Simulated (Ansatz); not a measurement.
System: MoH$_{2}$, net charge 0, triplet state. The spin state was set by rule; other spins were not relaxed. 
Structure (B3LYP-D3(BJ)/def2-TZVP (Ansatz, a first-principles code) minimum search):
```
Mo
H 1 1.7021
H 1 1.7021 2 109.26
```
Charge 0, spin multiplicity 3.

Total electronic energies in hartree. Valence correlation only, unless marked. UHF or UKS for open shells. No spin-orbit coupling. The frozen core is the preceding noble-gas configuration, with the filled d and f shells of earlier blocks. Past Kr the def2 sets carry scalar-relativistic core potentials. STO-3G rows are all-electron and non-relativistic.  The program attaches cautions to a run behind CCSD(T)/def2-SVP: other amplitudes. The program attaches cautions to a run behind CCSD(T)/def2-TZVPPD: other amplitudes. The program attaches cautions to a run behind CCSD(T)/def2-QZVPP: other amplitudes.

The UHF reference is spin-contaminated (<S^2> 1.01 over the pure value in the largest basis). The Hartree-Fock reference is unstable (checked in the largest basis), which strains HF and MP2. The T1 diagnostic of CCSD in the largest basis is 0.048, which is high, so the coupled-cluster rows are less sure than usual.

| level | program | energy (Eh) |
|---|---|---|
| RI-HF/def2-QZVPP | Ansatz | [?] |
| BLYP-D4/def2-TZVPD | Ansatz + dftd4 | -69.23925 |
| BLYP/def2-TZVPD | Ansatz | -69.23494 |
| revPBE/def2-TZVPD | Ansatz | -69.32232 |
| PBE0-D3(BJ)/def2-TZVP | Ansatz + dftd3 | -69.24618 |
| PBE0-D3(BJ)/def2-TZVPD | Ansatz + dftd3 | -69.24651 |
| PBE0/def2-TZVP | Ansatz | -69.24527 |
| PBE0/def2-QZVPP | Ansatz | [?] |
| BHLYP-D3(BJ)/def2-TZVPD | Ansatz + dftd3 | -69.15423 |
| LC-wPBE-D4/def2-TZVPD | Ansatz + dftd4 | [?] |
| wB97X-V/def2-TZVPD | Ansatz | -69.20651 |
| B2GP-PLYP-D4/def2-TZVPD | Ansatz + dftd4 | -69.01540 |
| B2GP-PLYP/def2-TZVPD | Ansatz | -69.01463 |
| B2PLYP-D3(BJ)/def2-TZVPD | Ansatz + dftd3 | -69.06543 |
| PBE-QIDH/def2-TZVPD | Ansatz | -69.06097 |
| RI-MP2/def2-TZVPPD | Ansatz | -68.76288 |
| RI-MP2/def2-QZVPP | Ansatz | -68.77424 |
| RI-MP2/def2-QZVPPD | Ansatz | -68.77440 |
| CCSD(T)/STO-3G | Ansatz | -3937.01234 |
| CCSD(T)/def2-SVP | Ansatz | -68.75823 |
| CCSD(T)/def2-TZVPPD | Ansatz | -68.81773 |
| CCSD(T)/def2-QZVPP | Ansatz | -68.82561 |

Problem. What belongs in the gaps?

Solution. 
- RI-HF/def2-QZVPP, energy (Eh): -68.61361
- PBE0/def2-QZVPP, energy (Eh): -69.25104
- LC-wPBE-D4/def2-TZVPD, energy (Eh): -69.27246
